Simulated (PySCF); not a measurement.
Some computed properties have been withheld. Give your best values.

Compound: C₂H₉NSi.
SMILES: `NCC[SiH3]`

Conformer (atom-mapped SMILES and torsion angles): `[NH2:1][CH2:2][CH2:3][SiH3:4]`: N1–C2–C3–Si4 45°, H–N1–C2–C3 69°, H–N1–C2–C3 -171°.

| property | level | value |
| --- | --- | --- |
| point group | PBE0-D3(BJ)/def2-SVP | C1 |
| rotational constants A, B, C | PBE0-D3(BJ)/def2-SVP | ? |
| dipole moment | PBE0/def2-SVPD | ? |
| HOMO energy | PBE0/def2-SVPD | ? |
| LUMO energy | PBE0/def2-SVPD | ? |
| lowest singlet excitation | TDDFT PBE0/def2-SVPD | 6.29 eV (197 nm, f = 0.016) |
| strongest line among the 10 lowest singlet transitions | TDDFT PBE0/def2-SVPD | S5 at 7.81 eV (159 nm, f = 0.056) |
| lowest triplet excitation (Tamm–Dancoff) | TDA PBE0/def2-SVPD | ? |
| static isotropic polarisability | PBE0/def2-SVPD | 64.1 au |
| vertical ionisation energy | ΔSCF PBE0/def2-SVPD | 9.37 eV |
| electronic spatial extent ⟨r²⟩ about the centre of nuclear charge | PBE0/def2-SVPD | ? |
| 13C chemical shifts (computed TMS as zero) by class | GIAO CAM-B3LYP/pcSseg-2 | 43.2 (1 C), 14.9 (1 C) ppm |
| 1H chemical shifts (computed TMS as zero) by class | GIAO CAM-B3LYP/pcSseg-2 | 3.89 (3 H), 2.95 (2 H), 0.98 (2 H), 0.59 (2 H) ppm |
| isotropic shieldings of nuclei other than C and H, by class | GIAO CAM-B3LYP/pcSseg-2 | ? |
| core binding energies | ΔSCF SCAN, pcX-2 on the ionised atom, pcseg-1 elsewhere, spin-free X2C, 2p3/2 from a spin–orbit splitting computed afterwards within the 2p shell | Si2p3/2 106.2, C1s 290.1, C1s 291.5, N1s 405.1, Si1s 1846.0 eV |

The electronic properties come from PySCF, for the isolated species, density fitting. Isolated species at its PBE0-D3(BJ)/def2-SVP geometry (one conformer only). NMR classes are plain means over equivalent atoms (diastereotopic ones count apart unless rotation or inversion swaps them), as if these changed places fast; in this geometry the members of some classes differ.

**Question.** Give the isotropic shieldings of nuclei other than C and H, by class.

**Answer.** 220 (1 N), 399 (1 Si) ppm.

**Question.** What is the electronic spatial extent ⟨r²⟩ about the centre of nuclear charge?

**Answer.** 487 bohr².

**Question.** The lowest triplet excitation (Tamm–Dancoff)?

**Answer.** 6.02 eV.

**Question.** The dipole moment?

**Answer.** 2.30 D.

**Question.** The rotational constants A, B, C?

**Answer.** 10.017, 3.531, 2.914 GHz.

**Question.** The LUMO energy?

**Answer.** 0.49 eV.

**Question.** The HOMO energy?

**Answer.** -7.14 eV.

The polarisability is 9.50 Å³ as a volume (1 au = 0.148185 Å³), or 1.53 au for each of the 42 electrons. A dipole of 2.30 D is allowed in C1, and pure rotational transitions are dipole-allowed. The rotational constants make it an asymmetric top with κ = (2B − A − C)/(A − C) = -0.83, nearer the prolate limit (−1). The vertical singlet–triplet gap S1 − T1 is 0.27 eV (TDDFT singlet less Tamm–Dancoff triplet; S1: HOMO→LUMO, weight 0.92; T1: HOMO→LUMO, weight 0.84). The ΔSCF ionisation energy exceeds −ε(HOMO) by 2.23 eV with PBE0.
